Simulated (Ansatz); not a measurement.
Coupled-cluster diagnostics for (HMg-mu-NH2)2 (Mg2N2H6), Ansatz.

Geometry of the singlet (PBE0-D4/def2-SVP):

Cartesian coordinates in Å:
```
Mg -0.414 0.803 1.188
H -0.891 1.727 2.554
N 0.693 1.163 -0.545
Mg 0.412 -0.803 -1.189
H 0.885 -1.725 -2.557
N -0.692 -1.164 0.546
H 1.664 1.454 -0.404
H 0.334 1.896 -1.164
H -0.328 -1.893 1.165
H -1.663 -1.459 0.408
```

Correlated methods freeze 4 core orbitals; core or outer-core shells of Mg are correlated, in sets that lack core-valence functions.

(1) Estimate the CCSD(T) correlation energy, the shares of MP2 and (T), T1 and the reference's ⟨S²⟩ for: charge 0, singlet, own geometry in def2-TZVPP; and the rough time on 4 threads of Arm Neoverse V2 on a shared host.

Results:

(1) 
```csv
state,basis,correlation (eV),MP2 share (%),(T) share (%),T1,⟨S²⟩ (pure),wall time
"charge 0, singlet, own geometry",def2-TZVPP,-25.402,93.1,2.4,0.008,0.00 (0.00),99 s
```
Customary marks for T1 are 0.02 (closed shells), 0.045 (open shells) and about 0.05 (3d metals). T1 stays under 0.02 throughout.
